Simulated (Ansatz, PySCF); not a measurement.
Noncovalent pair: N2 (SMILES N#N) (first 2 atoms) with H4OSi (SMILES O[SiH3]); geometry from B3LYP-D3(BJ)/def2-TZVP.
(charge 0, multiplicity 1):
```json
[
 {"atom": "N", "x (Å)": "0.1531", "y (Å)": "-0.6464", "z (Å)": "-1.1456"},
 {"atom": "N", "x (Å)": "0.3604", "y (Å)": "-0.4633", "z (Å)": "-0.0912"},
 {"atom": "O", "x (Å)": "0.8839", "y (Å)": "0.0813", "z (Å)": "3.0134"},
 {"atom": "Si", "x (Å)": "-0.5101", "y (Å)": "0.1951", "z (Å)": "3.8878"},
 {"atom": "H", "x (Å)": "0.8166", "y (Å)": "-0.0838", "z (Å)": "2.0689"},
 {"atom": "H", "x (Å)": "-1.3703", "y (Å)": "1.3073", "z (Å)": "3.4101"},
 {"atom": "H", "x (Å)": "-0.1005", "y (Å)": "0.4467", "z (Å)": "5.2837"},
 {"atom": "H", "x (Å)": "-1.3074", "y (Å)": "-1.0556", "z (Å)": "3.8177"}
]
```

Counterpoise-corrected where a basis set is named; no monomer relaxation. Rows marked so take none.

Rows in 6-31G* carry no dispersion term and start afresh at each structure (6-31G* with six Cartesian d functions).

Programs: Ansatz (Gaussian basis) for Hartree–Fock, density functionals and correlated methods; PySCF for 6-31G* rows, the dispersion terms. 

Give the interaction energy at the level BP86/6-31G* (no counterpoise).

-66 meV

Predict the interaction energy from PBE0-D3(BJ)/def2-TZVPPD.

-77 meV

What interaction energy does CAM-B3LYP/def2-TZVPPD give?

-55 meV

Ansatz is a quantum-chemistry and plane-wave program.
